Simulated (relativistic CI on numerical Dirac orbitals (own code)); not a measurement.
## Bi62+: q coefficients and field-shift factors

Computed by Dirac-Coulomb-Breit CI, KLI orbitals optimised for each configuration, derivatives by finite differences, unscaled Slater integrals, QED left out (own radial code, finite nucleus).

Configuration list (outside the closed core [Ne]): 3s²3p⁶3d³, 3s²3p⁵3d⁴, 3s3p⁶3d⁴, 3p⁶3d⁵, 3s²3p⁶3d²4s, 3s²3p⁶3d²4p, 3s²3p⁶3d²4d, 3s²3p⁵3d³4s. Levels of other configurations are missing.

With x = (α/α₀)² − 1 an excitation energy changes as ω = ω₀ + qx; K = 2q/ω₀ is the relative enhancement. Terms are leading LS components, so labels can repeat. The field-shift factor is F = δν/δ⟨r²⟩ for the transition from the lowest level.

Lowest level 3s²3p⁶3d³ ²D3/2.

```
           Level  ω₀ (cm⁻¹)   q (cm⁻¹)     K  F (GHz/fm²)
 3s²3p⁶3d³ ⁴F5/2     939076  1.047e+06  2.23         42.5
 3s²3p⁶3d³ ⁴P3/2     998105  1.044e+06  2.09         42.2
 3s²3p⁶3d³ ²H9/2    1027294  1.025e+06     2         43.3
 3s²3p⁶3d³ ²G7/2    1035161  1.041e+06  2.01         42.9
 3s²3p⁶3d³ ⁴P1/2    1050725  1.043e+06  1.99         41.7
 3s²3p⁶3d³ ²D5/2    1285354   1.07e+06  1.67         44.4
 3s²3p⁶3d³ ⁴F7/2    1959182  2.086e+06  2.13         85.3
 3s²3p⁶3d³ ⁴F9/2    2003390  2.084e+06  2.08         86.1
 3s²3p⁶3d³ ⁴P3/2    2059532  2.099e+06  2.04         84.5
 3s²3p⁶3d³ ²P1/2    2088110  2.097e+06  2.01         84.7
3s²3p⁶3d³ ²H11/2    2089544  2.071e+06  1.98         87.2
 3s²3p⁶3d³ ⁴P5/2    2095537  2.084e+06  1.99         83.1
 3s²3p⁶3d³ ²F7/2    2184598  2.081e+06   1.9         85.1
```

At this charge energies of transitions that change n are usually good to better than 1 %, and those within a shell (Δn = 0) to a few per cent.
